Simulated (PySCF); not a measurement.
Working out the excitation energy of Ne⁺

Ne⁺ [He] 2s2 2p5 (2P) → Ne⁺ [He] 2s1 2p5 3s1 (4P). Calculation: PySCF 2.14, in x2c-TZVPPall with one added diffuse shell each of s, p, d type (6s4p3d1f, 40 functions); scalar relativity by spin-free X2C-1e. Frozen: 1s2. Energies in hartree (1 hartree = 27.21139 eV):

```
            part  Ne⁺ (lower)  Ne⁺ (upper)
             UHF  -127.956910  -126.021009
CCSD correlation    -0.206534    -0.196561
             (T)    -0.002354    -0.005553
```

Q: What does Hartree-Fock give?

A: (-126.021009) − (-127.956910) = 1.935901 hartree = 52.679 eV.

Q: What do CCSD and CCSD(T) give?

A: The CCSD correlation energies differ by 0.009973 hartree = 0.271 eV and the triples by -0.003199 hartree = -0.087 eV, so CCSD gives 52.950 eV and CCSD(T) 52.863 eV.

The upper state lies above the first ionisation limit, where it may autoionise and the basis confines it. A Rydberg-like electron needs more diffuse functions than a valence basis has.
